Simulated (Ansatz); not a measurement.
This triplet lies 0.19 eV above the relaxed singlet at the level frozen-core CCSD(T)/aug-cc-pVDZ // PBE0-D3(BJ)/def2-TZVPD (Ansatz, a first-principles code); other levels give the other order.

A geometry relaxed with Ansatz with PBE0-D3(BJ)/def2-TZVPD, charge -1, multiplicity 3:

```xyz
5

H     -1.5110     1.4219    -0.2473
Al     1.4513    -0.8044     0.1378
Cl     3.1156     0.6409    -0.1314
H     -2.1077    -1.1841     0.2230
Al    -0.9482    -0.0742     0.0178
```

**Question.** Write the SMILES of this molecule.

**Answer.** `[AlH2][Al-][Cl]`
